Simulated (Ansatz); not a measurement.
`[CH3][In]([CH3])[NH2]` + HBr → `[CH3][In]([NH2])[Br]` + CH₄ at 400 K and 1 bar (ligand exchange at the In–C bond).

Calculated with Ansatz (gas phase, PBE0-D4/def2-TZVP geometries, no zero-point term in ΔE). CCSD(T)/CBS is the MP2 limit (def2-TZVPP, def2-QZVPP) plus CCSD(T) − MP2 in def2-TZVPP, frozen cores. This one scheme is used for every species. def2 core potentials past Kr. For Br, In outer-core shells are correlated without core-valence functions, which leaves a few kJ/mol of doubt a bond. Scalar relativity is left out up to krypton. One conformer a species, not always the lowest.

```json
{"species": "`[CH3][In]([CH3])[NH2]`", "CCSD(T)/CBS energy (Eh)": "-325.44663", "H − E (kJ/mol)": "289.5", "S (J/(mol·K))": "439.9"}
{"species": "HBr", "CCSD(T)/CBS energy (Eh)": "-2573.91920", "H − E (kJ/mol)": "27.6", "S (J/(mol·K))": "207.2"}
{"species": "`[CH3][In]([NH2])[Br]`", "CCSD(T)/CBS energy (Eh)": "-2858.97077", "H − E (kJ/mol)": "195.8", "S (J/(mol·K))": "417.8"}
{"species": "CH₄", "CCSD(T)/CBS energy (Eh)": "-40.46206", "H − E (kJ/mol)": "131.3", "S (J/(mol·K))": "197.2"}
```

H − E and S are ideal-gas, rigid-rotor, harmonic terms from PBE0-D4/def2-TZVP, for one conformer and one mirror image of each species. 1 Eh = 2625.50 kJ/mol, R = 8.31446 J/(mol·K).

Question: By hand: ΔE, ΔH, ΔS and ΔG.

Answer: ΔE = (-2858.97077) + (-40.46206) − (-325.44663) − (-2573.91920) = -0.06700 Eh = -175.9 kJ/mol. Δ(H − E) = 195.8 + 131.3 − 289.5 − 27.6 = 10.0, so ΔH = -165.9 kJ/mol. ΔS = 417.8 + 197.2 − 439.9 − 207.2 = -32.1 J/(mol·K). ΔG = -165.9 − 400 × (-32.1)/1000 = -153.1 kJ/mol.

Question: By hand: the equilibrium constant, and the temperature at which ΔG would vanish if ΔH and ΔS stayed fixed.

Answer: log₁₀ K = −ΔG/(RT ln 10) = 20.0. ΔG = 0 at ΔH/ΔS = 5168 K, far beyond where these terms or the molecules hold.

ΔH outweighs TΔS. A doubt of 5 kJ/mol in ΔE shifts log₁₀ K by 0.7 here. Other conformers and mirror images would add mixing entropy, several J/(mol·K) or more a flexible species. Modes under 60 cm⁻¹, often nearly free rotors, make the harmonic entropy too high. These are equilibria of isolated gas molecules and say nothing of rates. Largest T1 diagnostic: 0.013 (customary marks: 0.02 for closed shells, 0.045 for open ones).
